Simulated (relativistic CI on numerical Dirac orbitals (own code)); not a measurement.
Hg²⁺: what numerical and physical settings do to a radial Dirac CI calculation

Reference input:

```
atom Hg  Z=80  charge=2  electrons=78
nucleus A=202  rms_radius_fm=5.4648
hamiltonian dirac-coulomb  breit=on  qed=on  c_scale=1
orbitals kli  potential=per-configuration
slater_scale 1
correlation none
mixing on
grid step=0.0125 r_max=86.5
scf mixing=0.4 start=green max_iterations=150 tolerance=2e-08 node_fill=0.05
configurations
  [Xe] 4f14 5d10
  [Xe] 4f14 5d9 6s
  [Xe] 4f14 5d9 6p
end
```

Computed lowest total energy -19609.69654 Ha, first excitation 43051.9 cm⁻¹, 38 SCF steps. Runs with settings changed; * marks those that are bad on purpose:

```
                          Changed    Outcome  Lowest level    ΔE (Ha)  First excitation (cm⁻¹)  SCF steps                                                                        Message
                   Breit term off  converged     5d10 1S_0      -22.6                  42680.7         38                                                                               
                  grid step 0.008  converged     5d10 1S_0  -0.000148                  43051.9         38                                                                               
node fill of the KLI weights 0.01  converged     5d10 1S_0    0.00787                  43071.9         38                                                                               
              SCF tolerance 0.3 *  converged     5d10 1S_0      0.554                  40715.8          9                                                                               
   configuration list: overfill *    refused                                                            0  configuration [Kr] 4d10 4f14 5s2 5d11: a shell holds more than 4l+2 electrons
```

With so few configurations and no correlation, terms lie too far apart (by 10 to 50 % near neutrality), their order can be wrong, and levels of other configurations are missing.
